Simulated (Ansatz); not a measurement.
Basis-set extrapolation for C$_{6}$H$_{4}$BClF$_{6}$O$_{2}$, SMILES `C[B-]1(Cl)OC(C(F)(F)F)=CC(C(F)(F)F)=[O+]1` (PBE0-D4/def2-TZVP geometry, frozen core, Ansatz 0.2.0). Multiplicity 1, RHF reference.

```json
{"": "HF", "def2-TZVPP": "-1460.623656", "def2-QZVPP": "-1460.678613"}
{"": "MP2 correlation", "def2-TZVPP": "-3.172564", "def2-QZVPP": "-3.440893"}
{"": "CCSD(T) correlation", "def2-TZVPP": "-3.333347", "def2-QZVPP": "not run"}
```

Energies in hartree. Use E(X) = E(∞) + A·exp(−7.88·√X) for Hartree–Fock and E(X) = E(∞) + B·X^(−2.97) for correlation, with X = 3 and 4, and add CCSD(T) minus MP2 of the smaller set to the MP2 limit.

**Question.** What is the CCSD(T) energy at the basis-set limit?

**Answer.** HF limit: -1460.678613 + (-0.054957) × 0.13774 = -1460.68618. MP2 limit: -3.440893 + (-0.268329) × 0.74074 = -3.63966. Higher-order term: -3.333347 − (-3.172564) = -0.16078. Total: -1464.48662 hartree, 1390.5 kJ/mol below CCSD(T)/def2-TZVPP.
